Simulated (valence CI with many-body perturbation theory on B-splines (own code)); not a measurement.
## Hyperfine factors and g values of Rb³¹⁺

Computed by configuration interaction combined with many-body perturbation theory (CI+MBPT): four valence electrons over a frozen Dirac-Fock core [He], a basis of 11 s, 11 p, 10 d, 8 f, 5 g, 2 h functions for each j, with the one-electron correlation potential Σ1, the two-electron term Σ2, the three-electron term Σ3, Breit, model QED; selected CI, second order for the rest, scaled by the run's own slope (own B-spline code, finite nucleus).

The last digits are not significant, and no measured levels were compared; by estimate large intervals hold to a few tenths of a per cent, small ones and those within an open d or f shell to about a per cent. Among the levels kept, up to 1100 cm⁻¹ of a level comes from second order outside the variational space, and about a tenth of that is noise between levels of different J, which matters for small intervals.

A/g_I is the dipole constant over the nuclear g factor μ/I (μ in nuclear magnetons, uniformly magnetised nucleus), B/Q the quadrupole constant per barn. Both hold the static response of the core; the bare values leave it out. Large factors of s and p1/2 electrons are usually good to 5 to 10 %; those of open d and f shells near neutrality can be off by tens of per cent, and small factors of p3/2, d and f electrons come from cancelling terms and can be off by a factor of two or in sign, in half-filled shells by more. B is blank for J = 1/2, where it vanishes, and for nearly pure S terms. Energies count from the lowest level. Levels with J = 0 are left out.

Levels are named by their leading jj configuration (3d3/2^4 stands for four electrons in 3d with j = 3/2), which in mixed levels can hold well under half, so a name can repeat and another be missing. Letters in brackets count levels of one name in rising energy.

```csv
Level,E (× 10³ cm⁻¹),g,A/g_I (MHz),A/g_I bare,B/Q (MHz/b),B/Q bare
(2s^2 2p1/2 2p3/2) J=1,453.71,1.493,-15200,-9680,83600,83900
(2s^2 2p1/2 2p3/2) J=2,538.80,1.229,187000,189000,91800,92100
(2s^2 2p3/2^2) J=2,1053.5,1.254,98200,101000,74500,74700
(2s 2p1/2^2 2p3/2) J=2,1272.2,1.817,425000,425000,62400,62600
(2s 2p1/2^2 2p3/2) J=1,1633.1,0.911,-225000,-216000,146000,147000
(2s 2p1/2 2p3/2^2) J=2 [a],1790.2,1.382,344000,341000,182000,182000
(2s 2p1/2 2p3/2^2) J=3,1932.7,1.325,411000,408000,-314,-330
(2s 2p1/2 2p3/2^2) J=1 [a],2159.3,1.273,214000,216000,-152000,-153000
(2s 2p1/2 2p3/2^2) J=2 [b],2226.6,1.186,77900,83000,-138000,-139000
(2s 2p1/2 2p3/2^2) J=1 [b],2307.1,1.535,306000,308000,31800,31900
(2s 2p3/2^3) J=2,2636.2,1.251,424000,418000,-108000,-108000
(2s 2p3/2^3) J=1,2908.9,1.250,-223000,-211000,-24400,-24500
(2p1/2^2 2p3/2^2) J=2,3235.6,1.380,78500,85700,55300,55500
(2p1/2 2p3/2^3) J=1,3732.8,1.494,-24700,-15000,-82100,-82300
(2p1/2 2p3/2^3) J=2,3833.8,1.104,195000,196000,-221000,-221000
(2s^2 2p1/2 3s) J=1,17302,1.345,484000,478000,-10100,-10100
(2s^2 2p1/2 3p1/2) J=1,17567,0.667,331000,328000,-2180,-2180
(2s^2 2p1/2 3p3/2) J=1,17762,1.473,-46100,-44700,23600,23700
(2s^2 2p1/2 3p3/2) J=2,17779,1.172,149000,148000,38500,38600
(2s^2 2p3/2 3s) J=2,17837,1.493,181000,182000,169000,170000
(2s^2 2p3/2 3s) J=1,17872,1.139,4620,10500,95100,95300
(2s^2 2p1/2 3d3/2) J=2,18031,0.756,141000,140000,15000,15100
(2s 2p1/2^2 3s) J=1,18049,2.259,845000,835000,-8150,-8180
(2s^2 2p1/2 3d3/2) J=1,18129,0.811,-92600,-91900,1530,1600
(2s^2 2p1/2 3d5/2) J=2,18132,1.267,-72400,-71800,1500,1620
(2s^2 2p1/2 3d5/2) J=3,18136,1.115,89600,88900,156,310
(2s^2 2p3/2 3p1/2) J=1,18169,1.396,87900,92300,78800,79100
(2s^2 2p3/2 3p1/2) J=2,18191,1.232,110000,112000,136000,136000
(2s^2 2p3/2 3p3/2) J=3,18274,1.331,70900,73000,218000,219000
(2s^2 2p3/2 3p3/2) J=1,18280,1.480,67000,69700,-76500,-76700
(2s 2p1/2^2 3p1/2) J=1,18343,1.613,694000,686000,-5960,-5970
```

(1) Take the isotope of mass number 85, with I = 5/2, μ = 1.35306 μN, leaving out the quadrupole term. What is the hyperfine structure of (2s 2p1/2^2 2p3/2) J=2?

Answers

(1) From the table A = 230000 MHz. Shifts from the centre of gravity in MHz: F = 1/2: -1610000, F = 3/2: -1260000, F = 5/2: -690000, F = 7/2: 115000, F = 9/2: 1150000.
